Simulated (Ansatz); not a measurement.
Start from `O[CH2][SnH]([F])[Cl]` and change one atom or group to get `C[CH2][SnH]([F])[Cl]`.

Ansatz, PBE0-D4/def2-TZVP geometries, multiplicity 1. Each molecule was computed in one conformer, which needn't be the lowest.

Elements past krypton have def2 core potentials.

```csv
property,`O[CH2][SnH]([F])[Cl]`
HOMO–LUMO gap (PBE0/def2-TZVPP) / eV,7.67
HOMO energy (PBE0/def2-TZVPP) / eV,-8.53
size of the dipole moment (B3LYP/def2-TZVPP) / D,3.96
size of the dipole moment (PBE/def2-TZVPP) / D,3.89
HOMO energy (B3LYP/def2-TZVPP) / eV,-8.30
HOMO–LUMO gap (B3LYP/def2-TZVPP) / eV,7.10
```

(1) Give the same properties after the change, and the shifts. (Estimate.)

## Answers

(1) The calculation gave: 
| property | `C[CH2][SnH]([F])[Cl]` | shift |
| --- | --- | --- |
| HOMO–LUMO gap (PBE0/def2-TZVPP) / eV | 7.67 | 0.00 |
| HOMO energy (PBE0/def2-TZVPP) / eV | -8.45 | 0.08 |
| size of the dipole moment (B3LYP/def2-TZVPP) / D | 3.80 | -0.16 |
| size of the dipole moment (PBE/def2-TZVPP) / D | 3.65 | -0.24 |
| HOMO energy (B3LYP/def2-TZVPP) / eV | -8.23 | 0.07 |
| HOMO–LUMO gap (B3LYP/def2-TZVPP) / eV | 7.12 | 0.02 |

Dipoles are sizes alone; their direction can turn.

B3LYP here is the variant with VWN-RPA as its local correlation; programs differ in this.
